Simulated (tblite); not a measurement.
Start geometry of `CCOC(=O)/C(Cl)=C/[SiH2]C` from a force field or distance geometry (Å):
```
atom  x, y, z in Å
C1    -3.9773   -0.4846    0.1316
C2    -3.3719    0.7898   -0.3925
O3    -1.9924    0.7128   -0.6646
C4    -0.9952    0.4165    0.2255
O5    -1.3032    0.1622    1.4350
C6     0.3806    0.3853   -0.2585
Cl7    0.7154    0.7494   -1.9619
C8     1.4234    0.1081    0.5321
Si9    3.0834    0.1110   -0.2282
C10    4.3230   -0.9443    0.6290
H11   -3.2856   -0.9765    0.8207
H12   -4.2797   -1.1161   -0.7268
H13   -4.9427   -0.2689    0.6971
H14   -3.8852    1.1360   -1.3174
H15   -3.6534    1.5816    0.3750
H16    1.2420   -0.1204    1.5888
H17    3.5846    1.4956   -0.2215
H18    3.0664   -0.3066   -1.6460
H19    4.2880   -0.8602    1.7293
H20    4.2368   -1.9888    0.2763
H21    5.3340   -0.5648    0.2861
```

What comes out of this run: GFN2-xTB geometry optimisation, gas phase in tblite?

```
atom  x, y, z in Å
C1    -3.9272   -0.5438   -0.1130
C2    -3.3314    0.8552   -0.0482
O3    -1.9897    0.8660   -0.5353
C4    -1.0375    0.4715    0.3044
O5    -1.2218    0.1505    1.4536
C6     0.3110    0.4624   -0.3234
Cl7    0.3954    1.0123   -1.9507
C8     1.3964    0.0382    0.3183
Si9    3.1076   -0.0222   -0.4780
C10    4.2972   -0.7779    0.7906
H11   -3.3987   -1.2031    0.5714
H12   -3.8431   -0.9405   -1.1220
H13   -4.9752   -0.5095    0.1697
H14   -3.8703    1.5471   -0.6981
H15   -3.3395    1.2240    0.9826
H16    1.2353   -0.2866    1.3372
H17    3.5116    1.3435   -0.8281
H18    3.0271   -0.8634   -1.6769
H19    4.3836   -0.1584    1.6789
H20    3.9689   -1.7639    1.1073
H21    5.2915   -0.8842    0.3686
```

The energy falls by 90.1 kJ/mol over 161 L-BFGS steps, the largest force on an atom goes from 4.71 to 0.010 eV/Å, and the atoms move by 0.480 Å rms after alignment. The bond that changes most is C4=O5 (ester carbonyl carbon to ester carbonyl oxygen), which shortens by 0.066 Å. Bonds longer at the end by more than 0.005 Å: 5 of 20; shorter: 15. Among the angles that change most is C2–O3–C4, from 126.9° to 117.1°. Among the dihedrals that turn most is H12–C1–C2–H15, from 147° to -175°. Rotational constants go from 2143, 434.7, 376.8 to 2044, 442.6, 381.9 MHz. The orientation of the end geometry is arbitrary; only internal coordinates are fixed.

Hardware: one thread, Arm Neoverse N1 (aarch64), shared host with 64 logical CPUs at a one-minute load of 59. Cost: 2.9 s of wall time.

Its GFN2-xTB frequencies are all real (lowest 27 cm⁻¹). The numbers are those of one conformer. 3 starts were optimised and ended at 0.00, 0.61 and 1.38 kcal/mol (GFN2-xTB); the lowest of these is shown.

The numbers are calculated, not measured.
